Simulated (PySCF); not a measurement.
## Li (lithium, neutral) across methods

[He] 3d1, 2D determinant (an excited configuration). Computed with PySCF 2.14 in aug-cc-pCVTZ-DK, with the spin-free X2C one-electron Hamiltonian (Gaussian nucleus).

```csv
method,E (hartree),mean ε 1s α (eV),mean ε 1s β (eV),mean ε 3d α (eV),Σ⟨r²⟩ (bohr²),⟨S²⟩
PBE0,-7.3174,-60.178,-60.177,-0.574,51.47,0.750
r2SCAN,-7.3327,-57.639,-57.641,-0.238,51.83,0.750
PBE,-7.3163,-56.118,-56.116,-0.384,51.69,0.750
HSE06,-7.3207,-59.792,-59.791,-0.324,51.72,0.750
M06-2X,-7.3343,-64.085,-64.084,-0.680,51.58,0.750
UHF,-7.27304,-71.647,-71.647,-0.980,51.08,0.750
PBEsol,-7.2526,-55.552,-55.550,-0.290,51.80,0.750
LDA,-7.1948,-55.322,-55.320,-0.195,51.95,0.750
```

Estimate the same row for BP86.

E (hartree) = -7.3408; mean ε 1s α (eV) = -56.271; mean ε 1s β (eV) = -56.272; mean ε 3d α (eV) = -0.473; Σ⟨r²⟩ (bohr²) = 51.79; ⟨S²⟩ = 0.750.

The outer electron is Rydberg-like, and this basis confines it to a smaller radius and binds it less than a complete one would.
